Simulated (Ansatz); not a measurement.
`[NH2][Zn][SiH2]F` → F• + 4 H• + N• + Si• + Zn (atom)  (atomization)

Gas-phase electronic energies from Ansatz, PBE0-D4/def2-TZVP geometries. CCSD(T)/CBS is the MP2 limit (def2-TZVPP, def2-QZVPP) plus CCSD(T) − MP2 in def2-TZVPP, frozen cores. This one scheme is used for every species, atoms too. For atomizations the MP2-based limit and the directly extrapolated one differ by several kJ/mol either way, and by 10 to 25 for some Ge, Se and Sn compounds, so smaller differences from it don't rank the levels. DFT in def2-TZVPP. B3LYP here is the variant with VWN-RPA as its local correlation; programs differ in this. HSE06 is defined as in plane-wave codes. Open shells (•) are unrestricted, without spin–orbit coupling. Spin–orbit coupling would lower the free atoms: a little for F, Si. For Zn outer-core shells are correlated without core-valence functions, so the limit isn't a true one: a few kJ/mol of doubt a bond, and 10 to 20 or more in all where bonds break to atoms. Scalar relativity is left out up to krypton. Each species was taken in one conformer, which may not be the lowest.

```tsv
level	ΔE (eV)	difference from CCSD(T)/CBS
B3LYP-D4	24.35	-0.24
r2SCAN0-D4	24.04	-0.55
HSE06-D4	24.23	-0.36
ωB97M-V	24.58	-0.01
B2PLYP	24.18	-0.41
PBE0	24.11	-0.48
r2SCANh	24.31	-0.28
r2SCAN0	24.00	-0.59
CCSD(T)/def2-SVP	22.18	-2.41
HF/def2-TZVPP	17.01	-7.58
SCS-MP2/def2-TZVPP	24.16	-0.43
CCSD/def2-TZVPP	23.36	-1.23
HF/def2-QZVPP	17.13	-7.46
SCS-MP2/def2-QZVPP	24.77	0.18
MP2/CBS(def2)	25.08	0.49
CCSD/CBS(def2)	24.23	-0.36
CCSD(T)/CBS	24.59	0
```

Largest T1 diagnostic among the species: 0.017.

From PBE to PBE0 (25 % exact exchange), in def2-TZVPP and without D4, ΔE moves by −0.47 eV: exact exchange takes away binding that semilocal exchange gives to molecules. The D4 term adds +0.21 eV with B3LYP and +0.11 eV with PBE0; it sums over pairs of atoms, weighted by their polarisabilities, and B3LYP, whose exchange is more repulsive, gets the larger term. Leaving LDA and LC-ωPBE aside and taking each functional with its dispersion term where it has one, the values, not all of them listed here, spread over 1.16 eV, from BHLYP-D4 to ωB97X-V. LDA lies +3.49 eV from PBE without D4, its usual overbinding.
